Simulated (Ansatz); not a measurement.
## Abstraction of H: AlH(SH)2 + SnH(CH3)(SiH3) → Al(SH)2 + SnH2(CH3)(SiH3)

Species: AlH(SH)2, singlet; SnH(CH3)(SiH3), doublet; Al(SH)2, doublet; SnH2(CH3)(SiH3), singlet. A radical takes H: the energy is the difference in strength between the Al–H bond broken and the Sn–H bond made.

Shapes, held fixed at every level: PBE0-D4/def2-TZVP. Flexible molecules stand in one conformer, not always the lowest. Programs: Ansatz 0.2.0. The zero-point and thermal change to 298 K, harmonic and unscaled (PBE0-D4/def2-TZVP), is +1.0 kJ/mol.

```tsv
level	kind	ΔH(298 K) (kJ/mol)	less CCSD(T)/def2-TZVPP	CPU time (sum over the molecules)
PBE-D4/def2-TZVPP	GGA	+30.6	-5.4	38 s
r2SCAN-D4/def2-TZVPP	meta-GGA	+35.0	-1.0	69 s
B3LYP-D4/def2-TZVPP	global hybrid	+38.8	+2.8	64 s
PBE0-D4/def2-TZVPP	global hybrid	+31.8	-4.2	53 s
r2SCAN0-D4/def2-TZVPP	global hybrid	+35.5	-0.5	80 s
wB97M-V/def2-TZVPP	range-separated hybrid	+46.6	+10.6	2.7 min
CCSD/def2-SVP	coupled cluster or CI	+42.6	+6.6	–
CCSD(T)/def2-TZVPP	coupled cluster or CI	+36.0	0.0	33 min
```

The highest level, CCSD(T)/def2-TZVPP, gives ΔH(298 K) = +36.0 kJ/mol; the levels span +30.6 to +46.6. The column of differences is taken from that level and isn't an error. No measured value is set beside it here. Open shells run unrestricted. For atoms past krypton def2 sets carry core potentials with scalar relativity. Outer-core shells of Sn are correlated, in sets that cover them unevenly. Times are processor times on shared x86 and Arm servers, and rough.
